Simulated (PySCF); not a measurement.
CH4Cl2OSn, SMILES [Cl][SnH]([O]C)[Cl].

Geometry optimised at B3LYP-D3(BJ)/def2-SVP. The def2 effective core potentials stand for the cores of Sn; spin–orbit coupling is left out. Other conformers were not sampled.

The numbers are results of TDA-PBE0/def2-SVPD (PySCF 2.14.0), not measurements.

Vertical excitations. Gas-phase values at a fixed geometry. State labels are in the subgroup Cs.

| state | symmetry | energy (eV) | λ (nm) | f | main pairs |
|---|---|---|---|---|---|
| S1 | A" | 4.73 | 262 | 0.009 | HOMO→LUMO 97 % |
| S2 | A' | 5.59 | 222 | 0.084 | HOMO−1→LUMO 88 % |
| S3 | A" | 5.68 | 218 | 0.033 | HOMO−2→LUMO 88 % |
| S4 | A" | 5.74 | 216 | 0.004 | HOMO−4→LUMO 90 % |
| S5 | A' | 5.87 | 211 | 0.042 | HOMO−3→LUMO 93 % |
| S6 | A' | 6.08 | 204 | 0.002 | HOMO−5→LUMO 91 % |
| S7 | A" | 6.60 | 188 | 0.001 | HOMO→LUMO+2 97 % |
| S8 | A' | 6.87 | 180 | 0.036 | HOMO→LUMO+1 73 %, HOMO−1→LUMO+2 17 % |
| S9 | A" | 7.11 | 174 | 0.000 | HOMO−1→LUMO+1 97 % |
| S10 | A' | 7.26 | 171 | 0.100 | HOMO−1→LUMO+2 78 %, HOMO→LUMO+1 15 % |
| T1 | A" | 4.38 | 283 | 0 | HOMO→LUMO 93 % |
| T2 | A' | 4.77 | 260 | 0 | HOMO−1→LUMO 93 % |
| T3 | A" | 5.16 | 240 | 0 | HOMO−2→LUMO 96 % |
| T4 | A' | 5.24 | 237 | 0 | HOMO−3→LUMO 94 % |
Triplets are in the Tamm–Dancoff approximation.
